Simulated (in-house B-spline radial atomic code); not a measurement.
A fraction x of an electron is removed from 2s in N4+, starting from [He] 2s1 and keeping the highest spin. Level of theory: non-relativistic M06-L, spin-polarised, spherical fractional occupations, point nucleus; calculated with a radial B-spline atomic code at the basis-set limit.

```
   x  E(x) - E(0) (eV)  2s up level (eV)
   0            0.0000           -89.928
0.07            6.3394           -91.192
0.23           21.1512           -93.903
0.27           24.9198           -94.522
0.45           42.1614           -96.998
 0.5           47.0281           -97.671
0.54           50.9456           -98.204
0.72           68.7984           -99.853
0.75           71.7950           -99.905
0.97           93.6811          -102.302
   1           96.8826                 -
```

The exact functional would give a straight line between the two integer points. Deviations E(x) - E(0) - x[E(1) - E(0)], in eV: -0.442 at x = 0.07, -1.132 at x = 0.23, -1.239 at x = 0.27, -1.436 at x = 0.45, -1.413 at x = 0.5, -1.371 at x = 0.54, -0.957 at x = 0.72, -0.867 at x = 0.75, -0.295 at x = 0.97.

The curve lies below the straight line by up to 1.436 eV (at x = 0.45): convex, the delocalisation error that favours fractional charges.

**Question.** How well does Slater's transition state (minus the level at half occupation) give the ionisation energy?

**Answer.** It gives 97.671 eV against 96.883 eV from the two total energies; NIST lists 97.89 eV, ground level to ground level.
